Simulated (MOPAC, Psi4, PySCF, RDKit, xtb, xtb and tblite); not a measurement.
Two geometries of C7H6BF3, SMILES Bc1ccccc1C(F)(F)F, relaxed at GFN2-xTB with one dihedral held; other torsions can differ between them too.

Structure A

```
17

B     -1.5839     1.6772    -0.3215
C     -0.2954     0.8272    -0.1325
C      0.7379     0.9270    -1.0716
C      1.9334     0.2475    -0.9250
C      2.1263    -0.5882     0.1614
C      1.1171    -0.7392     1.0979
C     -0.0693    -0.0373     0.9525
C     -1.1564    -0.2337     1.9745
F     -2.3509    -0.5059     1.4163
F     -1.3404     0.8485     2.7532
F     -0.9081    -1.2499     2.8175
H     -1.9211     1.9496    -1.4055
H     -2.1672     2.1013     0.5947
H      0.5952     1.5712    -1.9262
H      2.7115     0.3594    -1.6654
H      3.0525    -1.1296     0.2791
H      1.2527    -1.4021     1.9389
```

Structure B

```
17

B      1.4966     1.7422    -0.4552
C      0.2756     0.8060    -0.2117
C      0.3668    -0.3044     0.6308
C     -0.7033    -1.1591     0.8235
C     -1.9151    -0.9153     0.1983
C     -2.0502     0.1891    -0.6242
C     -0.9641     1.0276    -0.8244
C     -1.1054     2.2284    -1.7137
F     -0.5899     2.0246    -2.9423
F     -2.3796     2.6021    -1.9070
F     -0.4689     3.3108    -1.2222
H      1.9167     1.8819    -1.5353
H      2.0131     2.2601     0.4541
H      1.3050    -0.5026     1.1274
H     -0.5957    -2.0141     1.4743
H     -2.7539    -1.5756     0.3547
H     -2.9916     0.4032    -1.1070
```

Problem. Which is lower in energy at the level B3LYP-D3(BJ)/def2-SVP // GFN2-xTB (Psi4), and by how much?

Solution. A is lower, by 1.85 kcal/mol (dihedral H12–B1–C2–C3: 30° in A, 120° in B).

E(B) − E(A) in kcal/mol at the other levels, on the same two geometries: GFN2-xTB (xtb and tblite) -0.25; B3LYP/def2-SVP // GFN2-xTB (Psi4) 1.88; PBE/def2-SVP // GFN2-xTB (Psi4) 1.63; PBE-D3(BJ)/def2-SVP // GFN2-xTB (Psi4) 1.61; UFF // GFN2-xTB (RDKit) 7.32; PM6, restricted, heats of formation // GFN2-xTB (MOPAC) -0.32; AM1, restricted, heats of formation // GFN2-xTB (MOPAC) 0.78; GFN1-xTB // GFN2-xTB (xtb) 0.16; restricted B3LYP/6-31G*, spherical d, density fitting // GFN2-xTB (PySCF) 1.84; restricted Hartree-Fock/3-21G, density fitting // GFN2-xTB (PySCF) 1.01; restricted Hartree-Fock/STO-3G // GFN2-xTB (PySCF) 0.47; restricted MP2 (frozen core)/6-31G*, spherical d // GFN2-xTB (PySCF) 1.59.
